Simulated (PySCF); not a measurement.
## Bi⁺ (bismuth, charge +1) across methods

[Xe] 4f14 5d10 6s1 6p2 7s1, high-spin 5P determinant (an excited configuration). Computed with PySCF 2.14 in aug-cc-pwCVTZ-PP with ECP60MDF, with scalar relativity through the core potential.

| method | E (hartree) | mean ε 6s α (eV) | mean ε 6p α (eV) | mean ε 7s α (eV) | Σ⟨r²⟩ (bohr²) | ⟨S²⟩ |
| --- | --- | --- | --- | --- | --- | --- |
| UHF | -212.74000 | -33.191 | -19.728 | -8.088 | 76.87 | 6.005 |
| M06-2X | -213.5763 | -30.919 | -17.968 | -7.808 | 72.99 | 6.002 |
| wB97X-V | -213.6427 | -31.325 | -18.852 | -8.345 | 75.00 | 6.002 |
| r2SCAN | -213.7738 | -27.702 | -16.038 | -6.761 | 74.56 | 6.004 |
| PBEsol | -213.4720 | -27.039 | -15.565 | -6.803 | 73.58 | 6.002 |
| B97-3 | -213.7077 | -28.675 | -16.593 | -7.156 | 74.50 | 6.001 |
| PBE | -213.6969 | -26.939 | -15.525 | -6.794 | 73.81 | 6.002 |
| LDA | -213.3626 | -27.227 | -15.656 | -6.926 | 73.62 | 6.001 |
| PBE0 | -213.6832 | -28.731 | -16.719 | -7.199 | 74.32 | 6.002 |

Energies and moments cover only the electrons outside the core potential. Spin-orbit coupling is strong in this species (close to jj coupling), so the high-spin LS determinant is a model state, not a physical level. The outer electron is Rydberg-like, and this basis confines it to a smaller radius and binds it less than a complete one would.
